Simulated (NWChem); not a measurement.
C₃H₄F₂; SMILES FC1(F)CC1

Results from NWChem. Geometry: optimised at B3LYP/6-31G* (spherical d). Total energies of different functionals are on different scales.

```tsv
level	energy (Ha)	highest occupied level (eV)	orbital gap (eV)	dipole (D)	relative time
PBE/def2-SVP	-315.7907	-6.63	7.53	1.87	1
B3LYP/def2-SVP	-316.1296	-8.01	9.65	2.05	1
PBE0/def2-SVP	-315.8065	-8.30	10.20	2.09	1
PW6B95/def2-SVP	-316.4880	-8.43	10.33	2.12	1
CAM-B3LYP/def2-SVP	-316.0180	-9.71	12.69	2.10	5
BLYP/def2-SVP	-316.0488	-6.50	7.51	1.86	1
```

Relative times are rough (shared machine, one core).
